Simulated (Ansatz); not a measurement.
Cost and result for the atomization energy of `N[B](N)[AlH2]` (10 atoms, 9 bonds).

```csv
atom,x (Å),y (Å),z (Å)
N1,-0.645,0.752,1.221
B2,-0.260,-0.025,0.104
N3,-1.176,-0.925,-0.490
Al4,1.717,0.163,-0.690
H5,-1.558,0.717,1.649
H6,-0.025,1.400,1.669
H7,-0.939,-1.493,-1.282
H8,-2.121,-1.065,-0.170
H9,2.214,-0.692,-1.948
H10,2.792,1.168,-0.061
```

The species carries charge 0 and has multiplicity 1. The geometry is a stationary point of PBE0-D4/def2-TZVP. It is one conformer, not always the lowest. Program: Ansatz. All runs use 2 threads of an Arm Neoverse V2 on a shared host. Times are those of one run each, without the atoms' runs, and a repeat can differ threefold. Electronic energies, without spin–orbit coupling; frozen cores. CCSD(T)/CBS adds CCSD(T) − MP2 in def2-TZVPP to the MP2 limit, and its time is that of the two runs behind it. T1 = 0.012. B3LYP takes the VWN-RPA correlation (the form of Gaussian; ORCA's B3LYP/G).

CCSD(T)/CBS is a level of theory with its own doubt, some kJ/mol a heavy atom from the limit and from the frozen cores, so smaller differences don't rank the functionals.

```tsv
level	functions	wall time	atomization (kJ/mol)	difference from CCSD(T)/CBS	per bond
LDA (SPW92)/def2-TZVPP	219	1.2 s	3808.6	469.1	52.1
BLYP-D4/def2-TZVPP	219	2 s	3370.2	30.7	3.4
CCSD(T)/def2-SVP	90	2.5 s	3126.9	-212.6	-23.6
BHLYP-D4/def2-TZVPP	219	2.7 s	3276.2	-63.3	-7.0
CAM-B3LYP-D4/def2-TZVPP	219	3 s	3387.4	47.9	5.3
B3LYP-D4/def2-TZVPP (with forces)	219	4 s	3373.3	33.8	3.8
r2SCANh-D4/def2-TZVPP	219	4.6 s	3321.7	-17.8	-2.0
B2PLYP/def2-TZVPP	219	4.6 s	3320.2	-19.3	-2.1
r2SCAN-D4/def2-TZVPP (with forces)	219	4.7 s	3342.5	3.0	0.3
ωB97M-V/def2-TZVPP (with forces)	219	11 s	3369.2	29.7	3.3
MP2/def2-QZVPP	421	18 s	3330.8	-8.7	-1.0
CCSD(T)/def2-TZVPP	219	62 s	3238.5	-101.0	-11.2
CCSD(T)/CBS(def2)	–	80 s	3339.5	0.0	0.0
```

The D4 term adds +25.6 kJ/mol with B3LYP and +13.4 kJ/mol with PBE0; it sums over pairs of atoms, weighted by their polarisabilities, and B3LYP, whose exchange is more repulsive, gets the larger term. In def2-TZVPP, CCSD(T) changes the Hartree–Fock value by +861.9 kJ/mol (the triples alone add +45.5 kJ/mol) and MP2 by +893.9 kJ/mol; breaking electron pairs costs correlation energy, which Hartree–Fock lacks. At CCSD(T), def2-SVP lies −212.6 kJ/mol from the extrapolated value and def2-TZVPP −101.0 kJ/mol: correlation converges slowly with the basis, and small sets miss more of it in the bonded molecule than in its fragments.
